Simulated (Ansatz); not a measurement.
Cost and result for the atomization energy of GeH8N2Si (`N[SiH2][GeH2][NH2]`) (12 atoms, 11 bonds).

Z-matrix (Å, degrees):
```
Si
Ge 1 2.391
N 1 1.729 2 107.0
H 1 1.489 2 110.2 3 115.6
H 1 1.498 2 110.6 3 -126.6
N 2 1.855 1 113.2 3 -60.6
H 2 1.544 1 110.1 3 57.9
H 2 1.541 1 112.1 3 179.2
H 3 1.008 1 119.2 2 162.9
H 3 1.008 1 119.0 2 -57.4
H 6 1.012 2 112.1 1 -70.2
H 6 1.013 2 112.1 1 50.4
```

The species carries charge 0 and has multiplicity 1. Correlated methods include outer-core shells of Ge, which these sets cover unevenly. Scalar relativity is left out up to krypton. Geometry: relaxed with PBE0-D4/def2-TZVP. It is one conformer, not always the lowest. Program: Ansatz. All runs use 4 threads of a server CPU on a shared host. Times are those of one run each, without the atoms' runs, and a repeat can differ threefold. Electronic energies, without spin–orbit coupling; frozen cores. CCSD(T)/CBS adds CCSD(T) − MP2 in def2-TZVPP to the MP2 limit, and its time is that of the two runs behind it. T1 = 0.011. With those shells the extrapolation isn't a true limit. B3LYP takes the VWN-RPA correlation (the form of Gaussian; ORCA's B3LYP/G).

CCSD(T)/CBS is a level of theory with its own doubt, some kJ/mol a heavy atom from the limit and from the frozen cores, so smaller differences don't rank the functionals.

```json
{"level": "PBE-D4/def2-TZVPP (with forces)", "functions": "264", "wall time": "6.5 s", "atomization (kJ/mol)": "3723.1", "difference from CCSD(T)/CBS": "3.9", "per bond": "0.4"}
{"level": "r2SCAN-D4/def2-TZVPP (with forces)", "functions": "264", "wall time": "9 s", "atomization (kJ/mol)": "3685.5", "difference from CCSD(T)/CBS": "-33.7", "per bond": "-3.1"}
{"level": "B3LYP-D4/def2-TZVPP (with forces)", "functions": "264", "wall time": "11 s", "atomization (kJ/mol)": "3714.1", "difference from CCSD(T)/CBS": "-5.1", "per bond": "-0.5"}
{"level": "B2PLYP/def2-TZVPP", "functions": "264", "wall time": "17 s", "atomization (kJ/mol)": "3659.5", "difference from CCSD(T)/CBS": "-59.7", "per bond": "-5.4"}
{"level": "PBE0-D4/def2-TZVPP", "functions": "264", "wall time": "18 s", "atomization (kJ/mol)": "3669.9", "difference from CCSD(T)/CBS": "-49.3", "per bond": "-4.5"}
{"level": "ωB97X-V/def2-TZVPP", "functions": "264", "wall time": "22 s", "atomization (kJ/mol)": "3738.6", "difference from CCSD(T)/CBS": "19.4", "per bond": "1.8"}
{"level": "ωB97M-V/def2-TZVPP (with forces)", "functions": "264", "wall time": "23 s", "atomization (kJ/mol)": "3708.9", "difference from CCSD(T)/CBS": "-10.3", "per bond": "-0.9"}
{"level": "MP2/def2-QZVPP", "functions": "513", "wall time": "49 s", "atomization (kJ/mol)": "3667.9", "difference from CCSD(T)/CBS": "-51.3", "per bond": "-4.7"}
{"level": "CCSD(T)/def2-TZVPP", "functions": "264", "wall time": "3.9 min", "atomization (kJ/mol)": "3609.7", "difference from CCSD(T)/CBS": "-109.5", "per bond": "-10.0"}
{"level": "CCSD(T)/CBS(def2)", "functions": "–", "wall time": "4.7 min", "atomization (kJ/mol)": "3719.2", "difference from CCSD(T)/CBS": "0.0", "per bond": "0.0"}
```

From PBE to PBE0 (25 % exact exchange), in def2-TZVPP and without D4, the atomization energy moves by −49.9 kJ/mol: exact exchange takes away binding that semilocal exchange gives to molecules. The D4 term adds +38.1 kJ/mol with B3LYP and +20.3 kJ/mol with PBE0; it sums over pairs of atoms, weighted by their polarisabilities, and B3LYP, whose exchange is more repulsive, gets the larger term. In def2-TZVPP, CCSD(T) changes the Hartree–Fock value by +1042.4 kJ/mol (the triples alone add +48.2 kJ/mol) and MP2 by +1035.5 kJ/mol; breaking electron pairs costs correlation energy, which Hartree–Fock lacks.
